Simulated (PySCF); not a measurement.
## C2H6O2, SMILES `OCOC` (C–O–C–O torsion 68°, O–C–O–H torsion 64°) (charge 0, multiplicity 1)

Method: PBE0-D3(BJ)/def2-TZVP (PySCF).

```json
{
  "HOMO": "-7.90 eV",
  "dipole_moment": "0.36 D",
  "HOMO–LUMO gap": "9.15 eV",
  "LUMO": "1.25 eV",
  "total_energy": "-230.0929 Ha",
  "cost": "around 40 core-seconds (rough)"
}
```

```xyz
10

C      1.3247    -0.0878    -0.2110
O      0.0805    -0.4730    -0.7499
C     -0.9767    -0.3159     0.1395
O     -1.2674     1.0203     0.4295
H      1.5756    -0.6960     0.6681
H      1.3289     0.9673     0.0787
H      2.0752    -0.2535    -0.9832
H     -0.7486    -0.7791     1.1077
H     -1.8273    -0.8238    -0.3266
H     -1.5648     1.4414    -0.3827
```
Charge 0, spin multiplicity 1.
